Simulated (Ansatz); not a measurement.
`[NH2][Al]([AlH2])[GaH2]`, relaxed with RKS PBE0-D4/def2-TZVP in Ansatz from a GFN2-xTB geometry. The force threshold is 0.005 eV/Å; the program also tests the step.

Total charge 0; spin multiplicity 1.

Start:

```xyz
10

N     0.277    2.391   -0.230
Al   -0.361    0.756    0.117
Al   -1.866   -0.953    1.292
Ga    1.069   -1.184   -0.845
H     0.792    3.002    0.404
H     0.184    2.909   -1.104
H    -0.952   -2.069    0.390
H    -2.991   -1.432    2.356
H     2.425   -1.686   -0.002
H     1.424   -1.733   -2.378
```

| step | energy (eV) | largest force (eV/Å) | largest move (Å) |
| --- | --- | --- | --- |
| 1 | -67144.6915 | 1.046 | 0.000 |
| 2 | -67145.0199 | 0.741 | 0.195 |
| 3 | -67145.1926 | 0.560 | 0.199 |
| 4 | -67145.3167 | 0.563 | 0.196 |
| 5 | -67145.3898 | 0.710 | 0.200 |
| 6 | -67145.4750 | 0.560 | 0.200 |
| 7 | -67145.5424 | 0.138 | 0.200 |
| 8 | -67145.5833 | 0.184 | 0.200 |
| 9 (rejected) | -67145.5752 | 1.163 | 0.193 |
| 10 | -67145.6047 | 0.180 | 0.094 |
| 11 | -67145.6231 | 0.082 | 0.098 |
| 12 | -67145.6512 | 0.133 | 0.149 |
| 13 | -67145.6820 | 0.246 | 0.192 |
| 14 | -67145.7041 | 0.307 | 0.154 |
| 15 | -67145.7231 | 0.339 | 0.195 |
| 16 | -67145.7402 | 0.376 | 0.193 |
| 17 | -67145.7548 | 0.397 | 0.089 |
| 18 | -67145.7613 | 0.320 | 0.200 |
| 19 (rejected) | -67145.7178 | 0.896 | 0.104 |
| 20 | -67145.7711 | 0.111 | 0.052 |
| 21 | -67145.7730 | 0.021 | 0.036 |
| 22 | -67145.7733 | 0.027 | 0.020 |
| 23 | -67145.7735 | 0.013 | 0.014 |
| 24 | -67145.7735 | 0.011 | 0.013 |
| 25 (rejected) | -67145.7735 | 0.008 | 0.009 |
| 26 | -67145.7735 | 0.005 | 0.004 |
| 27 | -67145.7735 | 0.004 | 0.007 |

End:

```xyz
10

N     0.072    1.959   -0.037
Al    0.046    0.180   -0.030
Al   -1.901   -0.854    1.364
Ga    1.840   -1.029   -1.334
H    -0.594    2.534    0.455
H     0.734    2.544   -0.523
H    -2.226   -2.418    1.363
H    -2.851    0.047    2.282
H     3.194   -1.529   -0.682
H     1.686   -1.434   -2.857
```

Hardware: 4 threads of an Arm Neoverse V1 on a shared host. Wall time 96 s, peak host memory 0.57 GiB.
